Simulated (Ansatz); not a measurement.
Basis-set extrapolation for CH4ClN3Si (`N#C[Si](N)(N)Cl`) (PBE0-D4/def2-TZVP geometry, frozen core, Ansatz 0.2.0). Multiplicity 1, RHF reference.

```json
{"": "HF", "def2-TZVPP": "-952.233458", "def2-QZVPP": "-952.264567"}
{"": "MP2 correlation", "def2-TZVPP": "-1.060644", "def2-QZVPP": "-1.143170"}
{"": "CCSD(T) correlation", "def2-TZVPP": "-1.142492", "def2-QZVPP": "not run"}
```

Energies in hartree. Use E(X) = E(∞) + A·exp(−7.88·√X) for Hartree–Fock and E(X) = E(∞) + B·X^(−2.97) for correlation, with X = 3 and 4, and add CCSD(T) minus MP2 of the smaller set to the MP2 limit.

**Question.** What is the CCSD(T) energy at the basis-set limit?

**Answer.** HF limit: -952.264567 + (-0.031109) × 0.13774 = -952.26885. MP2 limit: -1.143170 + (-0.082526) × 0.74074 = -1.20430. Higher-order term: -1.142492 − (-1.060644) = -0.08185. Total: -953.55500 hartree, 4.87 eV below CCSD(T)/def2-TZVPP.
